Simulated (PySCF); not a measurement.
SrF, SMILES [F][Sr+], charge +1. Atoms are numbered in the order given.

```xyz
2

Sr     0.0000     0.0000    -0.3870
F      0.0000     0.0000     1.6340
```
Charge +1, spin multiplicity 1.

The structure is a stationary point at B3LYP-D3(BJ)/def2-TZVPD. The spin state was assumed, not searched. The def2 effective core potentials stand for the cores of Sr; spin–orbit coupling is left out.

Calculation: TDA-PBE0/def2-TZVPD (PySCF).

Vertical excitations; the highest root listed may be one member of a degenerate set. Isolated molecule, no solvent. State labels are in the subgroup C2v.

Q: Estimate the UV-visible absorptions. (The exact figures need the calculation; the answer reports its results.)

A: 
```csv
state,symmetry,energy (eV),λ (nm),f,main pairs
S1,B1,6.32,196,0.006,HOMO−1→LUMO (degenerate set)
S2,B2,6.32,196,0.006,HOMO→LUMO (degenerate set)
S3,A1,6.36,195,0.010,HOMO−2→LUMO 99 %
S4,B2,7.68,161,0.000,"HOMO→LUMO+1, HOMO−1→LUMO+2 (degenerate set)"
S5,B1,7.68,161,0.000,"HOMO−1→LUMO+1, HOMO→LUMO+2 (degenerate set)"
S6,A1,7.72,161,0.000,HOMO−2→LUMO+1 (degenerate set)
S7,A2,7.72,161,0.000,HOMO−2→LUMO+2 (degenerate set)
S8,B2,7.74,160,0.004,"HOMO−1→LUMO+2, HOMO→LUMO+1 (degenerate set)"
S9,B1,7.74,160,0.004,"HOMO→LUMO+2, HOMO−1→LUMO+1 (degenerate set)"
S10,A2,8.14,152,0.000,"HOMO→LUMO+3 46 %, HOMO−1→LUMO+4 46 %"
T1,B1,6.27,198,0,HOMO−1→LUMO (degenerate set)
T2,B2,6.27,198,0,HOMO→LUMO (degenerate set)
T3,A1,6.29,197,0,HOMO−2→LUMO 99 %
T4,A1,7.66,162,0,HOMO−2→LUMO+1 98 %
```
Triplets are in the Tamm–Dancoff approximation.
